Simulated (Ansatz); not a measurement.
Ansatz (an electronic-structure program) input (B3LYP-D3(BJ)/def2-TZVP):

Ansatz 0.2 input:
```yaml
crystal:
  periodic: [false, false, false]
  atoms:
    - {symbol: Re, position_ang: [0.01259930, -0.01669569, -0.89507448]}
    - {symbol: O, position_ang: [0.04047328, 0.01188054, 0.90081582]}
basis:
  gaussian:
    orbitals: def2-TZVP
hamiltonian:
  xc: b3lyp
  dispersion: d3bj
magnetization: {spin_polarized: true, initial_magnetization: 5}
relax: {f_tol: 0.002, max_steps: 150}
```

Output:

```
Functional definition: B3LYP
integrals: 0.01 GiB planned
528 factors; their error is unknown
mean field: 0.20 GiB planned
mean field evaluation 1: about -4167.7641 eV, gradient 4.7e1 eV
mean field evaluation 2: about -3989.8261 eV, gradient 1.6e2 eV
mean field evaluation 4: about -4175.8610 eV, gradient 9.0e0 eV
mean field evaluation 8: about -4176.2383 eV, gradient 1.3e-1 eV
mean field evaluation 16: about -4176.2466 eV, gradient 1.4e-4 eV
mean field -4176.24660174 eV, -153.4742318523 hartree, gradient 2.0e-5 eV, S^2 8.762331; 0 other end points of the search recorded, 0 dependent functions left out
the calculation of the forces begins
reference -4176.24678160 eV, -153.4742384622 hartree; 14, 9 occupied and 57, 62 virtual orbitals, 528 factors
relax step   1: F+E_penalty+E_count = -4176.28674654 eV  Δ(F+E_penalty+E_count) = +0.000e0 eV  max|allowed force component| = 2.063e0 eV/Å  Δτ_max = 0.0000 Å  (33 SCF iters, accepted)
these checks for a lower state are left out or cut short: starts, cluster_reference, orbital_swaps, neighbouring_geometries, increment
integrals: 0.01 GiB planned
528 factors; their error is unknown
mean field: 0.20 GiB planned
mean field -4176.30148493 eV, -153.4762487725 hartree, gradient 1.8e-5 eV, S^2 8.760117; 0 other end points of the search recorded, 0 dependent functions left out
the calculation of the forces begins
reference -4176.30166481 eV, -153.4762553829 hartree; 14, 9 occupied and 57, 62 virtual orbitals, 528 factors
relax step   2: F+E_penalty+E_count = -4176.34162404 eV  Δ(F+E_penalty+E_count) = -5.488e-2 eV  max|allowed force component| = 2.102e-1 eV/Å  Δτ_max = 0.0233 Å  (38 SCF iters, accepted)
these checks for a lower state are left out or cut short: starts, cluster_reference, orbital_swaps, neighbouring_geometries, increment
integrals: 0.01 GiB planned
528 factors; their error is unknown
mean field: 0.20 GiB planned
mean field evaluation 32: about -4176.3020 eV, gradient 1.6e-5 eV
mean field -4176.30197122 eV, -153.4762666431 hartree, gradient 2.0e-5 eV, S^2 8.759911; 0 other end points of the search recorded, 0 dependent functions left out
the calculation of the forces begins
reference -4176.30215114 eV, -153.4762732550 hartree; 14, 9 occupied and 57, 62 virtual orbitals, 528 factors
relax step   3: F+E_penalty+E_count = -4176.34211044 eV  Δ(F+E_penalty+E_count) = -4.864e-4 eV  max|allowed force component| = 1.220e-2 eV/Å  Δτ_max = 0.0024 Å  (35 SCF iters, accepted)
these checks for a lower state are left out or cut short: starts, cluster_reference, orbital_swaps, neighbouring_geometries, increment
integrals: 0.01 GiB planned
528 factors; their error is unknown
mean field: 0.20 GiB planned
mean field -4176.30197282 eV, -153.4762667021 hartree, gradient 1.6e-5 eV, S^2 8.759924; 0 other end points of the search recorded, 0 dependent functions left out
the calculation of the forces begins
reference -4176.30215274 eV, -153.4762733139 hartree; 14, 9 occupied and 57, 62 virtual orbitals, 528 factors
relax step   4: F+E_penalty+E_count = -4176.34211203 eV  Δ(F+E_penalty+E_count) = -1.595e-6 eV  max|allowed force component| = 1.381e-3 eV/Å  Δτ_max = 0.0001 Å  (34 SCF iters, accepted)
integrals: 0.01 GiB planned
528 factors; their error is unknown
mean field: 0.20 GiB planned
mean field -4176.30197282 eV, -153.4762667021 hartree, gradient 1.8e-5 eV, S^2 8.759924; 1 other end points of the search recorded, 0 dependent functions left out
the calculation of the forces begins
reference -4176.30215274 eV, -153.4762733139 hartree; 14, 9 occupied and 57, 62 virtual orbitals, 528 factors
Total energy: -4176.34229195 eV, -153.4777484026 hartree
Atom 0 at     0.012997    -0.016288    -0.869456 Å, force     0.000021     0.000022     0.001381 eV/Å
Atom 1 at     0.040076     0.011473     0.875197 Å, force    -0.000021    -0.000022    -0.001381 eV/Å
Dipole moment:    -0.011578    -0.011869    -0.745939 e Å
```

The spin state was set by rule; other spins were not relaxed.
